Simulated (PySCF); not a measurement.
Computed with PySCF with B3LYP-D3(BJ)/def2-TZVP. Isolated molecules, 0 K electronic values unless said otherwise. One relaxed conformer stands for a flexible species; it need not be the lowest. B3LYP has the VWN-RPA correlation part, as in Gaussian. Excitations are Tamm–Dancoff values on a coarser integration grid. The basis has no diffuse functions, so Rydberg states are missing or too high.

Reference species (SMILES): `[CH3][Ga]([CH3])[CH3]` (neutral, multiplicity 1).

```yaml
S1–T1 gap (TDA): 0.29 eV
HOMO–LUMO gap: 6.35 eV
T1 excitation (TDA): 4.89 eV
S1 oscillator strength: 0.000
```

Changed species: `[CH3][Ga]([NH2])[NH2]` (2 of 3 CH3 replaced by NH2; the reference has 0 of 3 CH3 replaced by NH2).

Problem. Predict the effect on the S1–T1 gap (TDA), HOMO–LUMO gap, T1 excitation (TDA) and S1 oscillator strength.

Solution. the S1–T1 gap (TDA) goes up by 0.07 eV, to 0.36 eV; the HOMO–LUMO gap goes up by 0.03 eV, to 6.38 eV; the T1 excitation (TDA) rises by 0.11 eV, to 5.00 eV; the S1 oscillator strength stays essentially unchanged.
